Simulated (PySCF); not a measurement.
Ga(H)(F)(Et) (C₂H₆FGa), SMILES C[CH2][GaH][F].

Geometry: PBE0-D3(BJ)/def2-SVP. The structure was generated by enumeration; whether it is a known compound was not checked. Other conformers were not sampled.

All values below come from PySCF 2.14.0 with PBE0-D3(BJ)/def2-SVP.

Frequencies are harmonic and unscaled.

Computed normal modes with their intensities:
```tsv
mode	ν (cm⁻¹)	IR (km/mol)	moving atoms (share of kinetic energy)
1	28	2.3	H 35 %, C 28 %, F 28 %, Ga 9 %
2	118	7.3	F 43 %, Ga 22 %, C 19 %, H 15 %
3	200	1.0	H 90 %, C 9 %
4	263	7.6	C 56 %, H 20 %, F 14 %, Ga 11 %
5	413	31.7	H 93 %
6	552	43.6	C 55 %, H 25 %, Ga 19 %
7	635	125.8	H 84 %
8	645	53.4	H 78 %, C 19 %
9	691	40.8	F 74 %, Ga 18 %
10	941	3.5	H 91 %, C 9 %
11	969	5.4	H 83 %, C 17 %
12	1064	8.6	C 71 %, H 29 %
13	1224	2.1	H 61 %, C 38 %
14	1241	2.2	H 77 %, C 23 %
15	1397	5.3	H 83 %, C 17 %
16	1426	3.7	H 88 %, C 12 %
17	1470	3.2	H 97 %
18	1479	8.3	H 97 %
19	1991	179.7	H 99 %
20	3047	34.9	H 97 %
21	3058	6.3	H 94 %
22	3108	1.1	H 91 %, C 9 %
23	3132	17.1	H 91 %, C 9 %
24	3141	20.4	H 91 %, C 9 %
```
